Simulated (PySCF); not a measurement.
# Working out the ionisation energy of W+

W+ [Xe] 4f14 5d4 6s1 (6D) → W(2+) [Xe] 4f14 5d4 (5D). Computed with PySCF 2.14 in aug-cc-pwCVDZ-PP with ECP60MDF (6s6p5d3f, 70 functions), with scalar relativity through the core potential. Frozen: nothing. Energies in hartree (1 hartree = 27.21139 eV):

| part | W+ (lower) | W(2+) (upper) |
| --- | --- | --- |
| UHF | -66.461010 | -65.909775 |
| MP2 opposite-spin | -0.181681 | -0.170380 |
| MP2 same-spin | -0.107419 | -0.084616 |

**Question.** What does Hartree-Fock give?

**Answer.** (-65.909775) − (-66.461010) = 0.551235 hartree = 15.000 eV.

**Question.** What do MP2 and SCS-MP2 (6/5 opposite-spin, 1/3 same-spin) give?

**Answer.** The opposite-spin parts differ by 0.308 eV and the same-spin parts by 0.621 eV. MP2: 15.000 + (0.308) + (0.621) = 15.929 eV. SCS-MP2: 15.000 + 1.2 × (0.308) + (0.621)/3 = 15.577 eV.

Reference: 16.37 ± 0.15 eV (semi-empirical (NIST evaluation); NIST Atomic Spectra Database, ionization energies), between the lowest levels; spin-orbit coupling is absent from the calculation.

A double-zeta basis recovers only part of the correlation energy.

What remains against the reference includes basis incompleteness and correlation beyond second order.
